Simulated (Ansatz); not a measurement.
The cluster TaO₃⁻, relaxed as a singlet with RKS PBE0-D4/def2-TZVPD in Ansatz, starting from the GFN2-xTB geometry. Force threshold 0.02 eV/Å.

In the def2 sets Ta takes a core potential; there is no spin–orbit coupling. The relaxation made no stability test and no search for a lower SCF solution. No other spin state of charge -1 was run. The structure comes from a short search, and lower isomers may exist.

Start:

```xyz
4

Ta    1.342    0.315   -0.974
O    -0.336    0.981    0.745
O    -0.231   -0.392    0.694
O    -0.775   -0.904   -0.464
```

(1) Estimate the energy that the relaxation releases and the steps that it takes.

(2) Does the start keep its bonding and symmetry?

(3) Predict the relaxed structure.

Results:

(1) 887.0 kJ/mol, in 14 steps; 36 s on 4 threads of Arm Neoverse V1 on a shared host. No frequencies were taken in this run, so the end may be a saddle point.

(2) Bonds lost: O2–O3 (atoms count from 1). The end is the same structure that another start reached, the lowest one found. Point group Cs at the start, Cs at the end, both within 0.05 Å.

(3) 
Cartesian coordinates in Å:
```
Ta 0.711 0.296 -0.264
O 0.171 1.859 0.261
O -0.151 -1.196 0.653
O -0.732 -0.959 -0.651
```
Bond lengths: 3 × O–Ta 1.73 to 1.95 Å; 1 × O–O 1.45 Å.
